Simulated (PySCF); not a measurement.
## Electron correlation in Ti²⁺ (titanium, charge +2)

Starting occupation: [Ar] 3d2, 3d3/2 with m_j = +1/2, +3/2. All numbers are calculated (PySCF 2.14, X2C-1e with screened-nucleus spin-orbit coupling, Gaussian nucleus, in x2c-TZVPall-2c). Frozen: [Ne]; 10 electrons correlated; the 6 highest virtual spinors left out.

MP2 pair energies summed by pair of shells (mhartree):

```json
{"pair": "3p-3p", "energy": "-114.64", "share (%)": "55.4"}
{"pair": "3d-3p", "energy": "-51.44", "share (%)": "24.9"}
{"pair": "3p-3s", "energy": "-23.58", "share (%)": "11.4"}
{"pair": "3d-3s", "energy": "-8.19", "share (%)": "4.0"}
{"pair": "3s-3s", "energy": "-5.53", "share (%)": "2.7"}
{"pair": "3d-3d", "energy": "-3.53", "share (%)": "1.7"}
```

Total MP2 correlation energy: -206.91 mhartree.

The GHF reference relaxed away from the jj start to a determinant that is no pure jj level (⟨S²⟩ = 2.00, ⟨J²⟩ = 7.86); the energies belong to that determinant.

This basis was not built for core-valence correlation, so the inner-shell part is incomplete.
